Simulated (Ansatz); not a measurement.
One elementary step

Start structure (CH$_{9}$NSn, closed shell), relaxed at PBE0-D4/def2-TZVP:

Sn1  (-1.263, 1.104, 0.682)
N2  (-0.093, -0.506, 0.284)
C3  (0.138, -0.862, -1.104)
H4  (-2.794, 0.986, -0.086)
H5  (-0.420, 2.452, 0.066)
H6  (-1.440, 1.162, 2.376)
H7  (2.402, -0.123, 0.715)
H8  (3.148, -0.042, 0.707)
H9  (-0.356, -1.317, 0.828)
H10  (0.903, -1.642, -1.173)
H11  (-0.750, -1.218, -1.647)
H12  (0.526, 0.005, -1.647)
(Å)

The step: CH₇NSn ([CH3][NH][SnH3]) + H₂ → CH₅N ([CH3][NH2]) + SnH₄; bonds formed: Sn1–H8, N2–H7; bonds broken: Sn1–N2, H7–H8. Computed with Ansatz 0.2.0 (basis: def2-TZVPP and def2-QZVPP); correlated methods freeze the cores. Filled d shells of the heavier atoms are correlated. Core potentials replace the inner electrons of the atoms past krypton. The def2 sets are not built for correlating such inner shells, so the correlated values are less sure here. Extrapolation: Hartree–Fock as exp(−7.88 √X), correlation as X^−2.97. Energies below are by CCSD(T) at an estimated basis limit (MP2 extrapolated from triple and quadruple zeta, plus CCSD(T) − MP2 in triple zeta).

Task: What are the electronic barrier and the energy of the step, from the start structure to the end structure? (To be estimated.)

Result: The calculation gives: Barrier 33.81 kcal/mol; step energy -10.01 kcal/mol (downhill); reverse barrier, their difference, 43.82 kcal/mol. Barrier and step energy count from the start structure, the reverse barrier from the end structure.

The saddle point: One imaginary mode of 1438i cm⁻¹.
```tsv
pair	start (Å)	saddle (Å)	end (Å)
Sn1–H8	4.56	2.25	1.70
N2–H7	2.56	1.25	1.01
Sn1–N2	2.03	2.18	3.01
H7–H8	0.75	1.09	3.18
```

Zero-point energy (harmonic, PBE0-D4): ZPE is 54.05 kcal/mol at the start and 54.51 kcal/mol at the saddle, so the barrier goes from 33.81 to 34.27 kcal/mol.

The T1 diagnostic stays at or below 0.014.

Labels in which every atom is bracketed show which atoms are joined, not bond orders.

For scale, one of the runs: CCSD(T)/def2-TZVPP, 238 basis functions, launched by `ansatz run in.yaml --threads 4 --pin off --events-out ev --progress --plain --max-ram 9574MiB`. Hardware: 4 CPU threads of an Arm Neoverse V1, shared host. Wall time 2.5 min; peak host memory 5 GiB.
